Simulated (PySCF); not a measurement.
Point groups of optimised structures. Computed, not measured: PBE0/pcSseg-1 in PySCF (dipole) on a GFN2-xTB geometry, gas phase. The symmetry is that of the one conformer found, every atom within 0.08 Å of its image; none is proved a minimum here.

(1) Point group, rotor type and polarity of `[F:1][C:2]1=[CH:3][SiH2:4][CH:5]=[CH:6][SiH2:7]1`?

(2) What symmetry has `[CH:1]#[C:2]/[CH:3]=[C:4]1\[CH2:5][CH2:6][CH2:7][C@H:8]1[CH2:9][OH:10]` with C7–C8–C9–O10 -169°, C8–C9–O10–H 59°, C3–C4–C5–C6 -169°, C4–C5–C6–C7 -31°, C5–C6–C7–C8 40°, C6–C7–C8–C9 -156°?

(3) Point group, rotor type and polarity of `[O:1]=[S:2](=[O:3])([OH:4])[c:5]1[cH:6][cH:7][cH:8][n:9][cH:10]1` with O1–S2–O4–H 128°, O1–S2–C5–C6 25°?

Results:

(1) Cs; asymmetric top; symmetry number 1; 2 operations, which sort the 14 atoms into 12 sets; dipole 1.85 D, in the ab plane, which is the mirror; heavy atoms equivalent by symmetry: none.

(2) C1; asymmetric top; symmetry number 1; this conformer is chiral (no improper operation); dipole 2.72 D.

(3) C1; asymmetric top; symmetry number 1; this conformer is chiral (no improper operation); dipole 3.20 D.
